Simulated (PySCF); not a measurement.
Gas-phase reaction: 4 SeF4 + 2 HF = H2Se + 3 SeF6, at 1800 K and a standard pressure of 1 bar. Level: PBE0/def2-QZVP†.

Method: PySCF energies plus ideal-gas RRHO corrections (1 bar). † marks an energy on the PBE0/def2-TZVP geometry and frequencies. All species are closed-shell singlets. Se: all electrons, no relativistic terms. The harmonic model lacks anharmonicity and excited electronic states, which grow with temperature; levels with a mode under 35 cm⁻¹ are left out.

```tsv
species	E (Ha)	H(1800 K) − E (kJ/mol)	S°(1800 K) (J/mol/K)
SeF4	-2800.49363	196.4	491.6
HF	-100.40037	79.1	227.3
H2Se	-2402.51368	114.7	296.3
SeF6	-3000.05667	287.9	569.7
```
E: electronic energy; H − E holds the zero-point and thermal terms. 1 Ha = 2625.5 kJ/mol.

### Question
Work out ΔH°, ΔS°, ΔG° and log10 K from these numbers.

### Answer
1. ΔE = 1×(-2402.51368) + 3×(-3000.05667) − 4×(-2800.49363) − 2×(-100.40037) = 0.09157 Ha = 240.4 kJ.
2. Δ(H − E) = 1×(114.7) + 3×(287.9) − 4×(196.4) − 2×(79.1) = 34.6 kJ, so ΔH° = 275.0 kJ.
3. ΔS° = 1×(296.3) + 3×(569.7) − 4×(491.6) − 2×(227.3) = -415.6 J/K; the number of gas molecules changes by -2.
4. ΔG° = ΔH° − TΔS° = 275.0 − 1800×(-415.6)/1000 = 1023.1 kJ.
5. log10 K = −ΔG°/(RT ln 10) = -29.69, with RT ln 10 = 34.46 kJ/mol; at standard pressures the reactants are favoured.
6. A shift of 10 kJ in ΔE would move log10 K by 0.29 here.
For scale, ΔH°(298 K) is 248 kJ at this level, 213 kJ at ωB97M-V/def2-TZVP†, and runs from 73 to 443 kJ over the 19 levels computed.
